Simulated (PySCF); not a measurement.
## SMILES CN(C)C1=PC=PC=P1, C5H8NP3

Molfile (atoms numbered from 1):
```
C5H8NP3
     RDKit          3D

 17 17  0  0  0  0  0  0  0  0999 V2000
   -1.8399   -0.9962    0.8606 C   0  0  0  0  0  0  0  0  0  0  0  0
   -1.1679   -0.0729   -0.0119 N   0  0  0  0  0  0  0  0  0  0  0  0
   -1.9343    0.7508   -0.9061 C   0  0  0  0  0  0  0  0  0  0  0  0
    0.1902    0.0131    0.0013 C   0  0  0  0  0  0  0  0  0  0  0  0
    0.9996   -1.0673    1.1537 P   0  0  0  0  0  0  0  0  0  0  0  0
    2.6887   -0.7800    1.0030 C   0  0  0  0  0  0  0  0  0  0  0  0
    3.6991    0.2491    0.0490 P   0  0  0  0  0  0  0  0  0  0  0  0
    2.5866    1.1275   -0.9414 C   0  0  0  0  0  0  0  0  0  0  0  0
    0.8790    1.1839   -1.1410 P   0  0  0  0  0  0  0  0  0  0  0  0
   -2.9153   -0.9303    0.7152 H   0  0  0  0  0  0  0  0  0  0  0  0
   -1.5154   -2.0237    0.6599 H   0  0  0  0  0  0  0  0  0  0  0  0
   -1.6092   -0.7742    1.9087 H   0  0  0  0  0  0  0  0  0  0  0  0
   -1.7353    1.8123   -0.7188 H   0  0  0  0  0  0  0  0  0  0  0  0
   -2.9958    0.5612   -0.7671 H   0  0  0  0  0  0  0  0  0  0  0  0
   -1.6689    0.5421   -1.9490 H   0  0  0  0  0  0  0  0  0  0  0  0
    3.2526   -1.4115    1.6888 H   0  0  0  0  0  0  0  0  0  0  0  0
    3.0790    1.8283   -1.6148 H   0  0  0  0  0  0  0  0  0  0  0  0
  1  2  1  0
  2  3  1  0
  2  4  1  0
  4  5  2  0
  5  6  1  0
  6  7  2  0
  7  8  1  0
  8  9  2  0
  9  4  1  0
  1 10  1  0
  1 11  1  0
  1 12  1  0
  3 13  1  0
  3 14  1  0
  3 15  1  0
  6 16  1  0
  8 17  1  0
M  END
```

Theory: PySCF 2.14.0, GIAO B3LYP/pcSseg-1 magnetisability, rotational g tensor and spin-rotation constants, non-relativistic, gas phase. Geometry: GFN2-xTB.

Problem. Give the nuclear spin-rotation constants along the inertial axes (H = +C I·J) beside the isotropic shieldings.

Solution. Rotational constants 1.8598, 0.7911, 0.5589 GHz. A star marks the isotopologue with that one atom substituted, in its own axes.
| atom | isotope | Caa (kHz) | Cbb (kHz) | Ccc (kHz) | mean (kHz) | σ (ppm) |
| --- | --- | --- | --- | --- | --- | --- |
| N2 | 14N | 0.125 | 0.102 | 0.030 | 0.086 | 135.0 |
| P5 | 31P | 4.586 | 2.066 | 0.640 | 2.431 | 120.5 |
| P7 | 31P | 4.890 | 2.277 | 0.525 | 2.564 | 90.3 |
| P9 | 31P | 4.585 | 2.066 | 0.640 | 2.431 | 120.5 |
| H10 | 1H | 0.099 | -0.087 | -0.063 | -0.017 | 28.4 |
| H11 | 1H | -0.153 | -0.055 | -0.007 | -0.072 | 28.3 |
| H12 | 1H | -0.153 | -0.053 | -0.008 | -0.071 | 28.3 |
| H13 | 1H | -0.151 | -0.053 | -0.009 | -0.071 | 28.2 |
| H14 | 1H | 0.099 | -0.087 | -0.063 | -0.017 | 28.4 |
| H15 | 1H | -0.155 | -0.055 | -0.007 | -0.072 | 28.3 |
| H16 | 1H | -0.059 | 0.080 | -0.060 | -0.013 | 21.2 |
| H17 | 1H | -0.059 | 0.080 | -0.060 | -0.013 | 21.2 |
| C1 | 13C* | 0.381 | 0.129 | 0.116 | 0.209 | 134.8 |
| C4 | 13C* | 1.298 | 0.384 | 0.072 | 0.585 | -24.7 |
| C6 | 13C* | 0.909 | 0.512 | 0.058 | 0.493 | -9.8 |

For the geometry as given, no vibrational averaging.
